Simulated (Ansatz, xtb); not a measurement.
# Relative energy of two isomers of C4H4F2S

We compare a, `FC1=CS[C@H](F)C1`, a singlet, with b, `FC1=CSC[C@@H]1F`, a singlet. Both are isolated molecules in the gas phase, relaxed with B3LYP-D3(BJ)/def2-SVP; the shapes shown needn't be the lowest conformers.

a (Å):

```yaml
atoms:
  - { symbol: C, position_ang: [-0.4288, -0.0933, -0.4433] }
  - { symbol: C, position_ang: [-0.3857, -1.1789, 0.3345] }
  - { symbol: C, position_ang: [1.8412, 0.1187, 0.3852] }
  - { symbol: C, position_ang: [0.8774, 0.5961, -0.7018] }
  - { symbol: F, position_ang: [-1.5295, 0.3839, -1.0299] }
  - { symbol: F, position_ang: [1.8265, 1.0041, 1.4396] }
  - { symbol: S, position_ang: [1.2472, -1.5394, 0.9362] }
  - { symbol: H, position_ang: [-1.2290, -1.8173, 0.5951] }
  - { symbol: H, position_ang: [2.8804, 0.0201, 0.0394] }
  - { symbol: H, position_ang: [0.7929, 1.6931, -0.6576] }
  - { symbol: H, position_ang: [1.2582, 0.3254, -1.7030] }
```

b (Å):

```xyz
11

C    -0.1185    0.0363    0.3756
C    -0.2369   -0.7814    1.4305
C     1.8470   -1.3247    0.0526
C     1.1881   -0.0079   -0.3553
F    -1.0316    0.9384    0.0035
F     1.9751    1.0777    0.0260
S     1.1387   -1.8545    1.6803
H    -1.0873   -0.8081    2.1125
H     1.6209   -2.1111   -0.6818
H     2.9346   -1.2023    0.1364
H     1.0627    0.0628   -1.4489
```

Quicker runs give these differences E(b) − E(a): GFN2-xTB +0.085 eV; HF/STO-3G +0.133 eV (at GFN2-xTB geometries); r2SCAN-D4/def2-SVP +0.077 eV (at GFN2-xTB geometries).

Task: Estimate E(b) − E(a) at the level CCSD(T)/def2-SVP + ΔMP2/def2-TZVPP.

Result: Too close to call at this level: CCSD(T)/def2-SVP + ΔMP2/def2-TZVPP gives E(b) − E(a) = +0.058 eV.

Level by level:

```
                             level               geometry  E(b) − E(a) (eV)  departure from the last row (eV)  job, with rough time for the two
                          GFN2-xTB               GFN2-xTB              +0.085                            +0.027              optimisation, 0.15 s
                         HF/STO-3G               GFN2-xTB              +0.133                            +0.075              single point, 0.72 s
                r2SCAN-D4/def2-SVP               GFN2-xTB              +0.077                            +0.019               single point, 7.2 s
             B3LYP-D3(BJ)/def2-SVP  B3LYP-D3(BJ)/def2-SVP              +0.064                            +0.006                optimisation, 57 s
                       HF/def2-SVP  B3LYP-D3(BJ)/def2-SVP              +0.051                            −0.007           part of the CCSD(T) run
                      MP2/def2-SVP  B3LYP-D3(BJ)/def2-SVP              +0.076                            +0.018           part of the CCSD(T) run
                  CCSD(T)/def2-SVP  B3LYP-D3(BJ)/def2-SVP              +0.070                            +0.012                      single point
CCSD(T)/def2-SVP + ΔMP2/def2-TZVPP  B3LYP-D3(BJ)/def2-SVP              +0.058                                                  single point, 93 s
```

As drawn, both hold the same kinds of bond in the same numbers.

The largest departure from CCSD(T)/def2-SVP + ΔMP2/def2-TZVPP is that of HF/STO-3G, 0.075 eV. The last row adds to CCSD(T) the change of the MP2 difference between the two basis sets, here −0.012 eV.

With thermal terms from frequencies at re-optimised GFN2-xTB minima (ideal gas, soft modes damped towards free rotors, one conformer each, 298.15 K, 1 atm): on the last row, ΔE + ΔZPE = +0.058, ΔH = +0.059, ΔG = +0.056 eV.

The correlated steps freeze 11 core orbitals. Run with Ansatz 0.2.0, xtb 6.7.1; the last row on 2 threads of Arm Neoverse V1 on a shared host.
